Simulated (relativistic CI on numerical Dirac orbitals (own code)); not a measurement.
One change at a time: Zr21+

Base calculation: Dirac-Coulomb-Breit CI, separate exchange-only KLI orbitals for each configuration, a model potential for QED, unscaled Slater integrals.

Configuration list (outside the closed core [Ne]): 3s2 3p6 3d, 3s2 3p5 3d2, 3s 3p6 3d2, 3s2 3p6 4s, 3s2 3p6 4p, 3s2 3p6 4d, 3s2 3p6 4f, 3s2 3p5 3d 4s, 3s2 3p5 3d 4p, 3s2 3p5 3d 4d, 3s 3p6 3d 4s, 3s2 3p6 5s, 3s2 3p6 5p, 3s 3p6 3d 4p, 3s2 3p5 3d 4f, 3p6 3d2 4p, 3s2 3p6 5d, 3s2 3p6 5f, 3s2 3p6 5g, 3s 3p6 3d 4d, 3s 3p6 3d 4f, 3p6 3d3, 3p5 3d4, 3p6 3d2 4s, 3p5 3d3 4s, 3p6 3d2 4d, 3p5 3d3 4d. Double excitations out of closed p, d and f shells are left out; levels of such configurations are missing from the list, as are those of other unlisted configurations, and high levels can miss mixing partners. These lack a partner that the ground configuration has and come out too high: 3s2 3p5 3d 4p, 3s2 3p5 3d 4f.

The lowest level and the first level of each name with at least 55 % of one term (blank where a level has no safe partner in the second run):

| Level | Base (cm⁻¹) | Shift (cm⁻¹) |
| --- | --- | --- |
| 3s2 3p6 3d 2D_3/2 | 0 | 0 |
| 3s2 3p6 3d 2D_5/2 | 28206 | +10 |
| 3s2 3p5 3d2 4D°_1/2 | 843913 | +11757 |
| 3s2 3p5 3d2 4D°_3/2 | 851339 | +11292 |
| 3s2 3p5 3d2 4D°_5/2 | 866032 | +10915 |
| 3s2 3p5 3d2 4D°_7/2 | 885529 | +9929 |
| 3s2 3p5 3d2 4G°_9/2 | 902458 | +7456 |
| 3s2 3p5 3d2 4G°_11/2 | 909353 | +8076 |
| 3s2 3p5 3d2 4P°_5/2 | 922253 | +6082 |
| 3s2 3p5 3d2 4P°_3/2 | 932359 | +4685 |
| 3s2 3p5 3d2 4P°_1/2 | 952485 | +4015 |
| 3s2 3p5 3d2 2D°_5/2 | 955872 | +4300 |
| 3s2 3p5 3d2 4F°_9/2 | 956844 | +3958 |
| 3s2 3p5 3d2 2F°_7/2 | 977729 | +89 |
| 3s2 3p5 3d2 2H°_11/2 | 978780 | +398 |
| 3s2 3p5 3d2 2P°_1/2 | 993743 | +1795 |
| 3s2 3p5 3d2 2G°_9/2 | 1094469 | +2352 |
| 3s2 3p5 3d2 2S°_1/2 | 1127091 | -4418 |
| 3s 3p6 3d2 4F_3/2 | 1730118 | +6669 |
| 3s 3p6 3d2 4F_5/2 | 1739844 | +6647 |
| 3s 3p6 3d2 4F_7/2 | 1753974 | +6816 |
| 3s 3p6 3d2 4F_9/2 | 1770002 | +6728 |

At this charge energies of transitions that change n are usually good to better than 1 %, and those within a shell (Δn = 0) to a few per cent.

(1) One thing was changed in a second run, which moved the levels as shown. Which?
A. QED terms removed
B. Breit term removed
C. valence Slater integrals scaled by 0.9
D. configuration mixing switched off

Results:

(1) C. Valence Slater integrals scaled by 0.9. Scaling acts on the splittings between terms and on the mixing, and leaves the fine structure of pure LS terms nearly alone; in jj coupling it moves the levels of one term differently.

LS names give the leading component of a level, which can be under half, so a name can repeat, a term be missing and a line seem to break the LS rules.
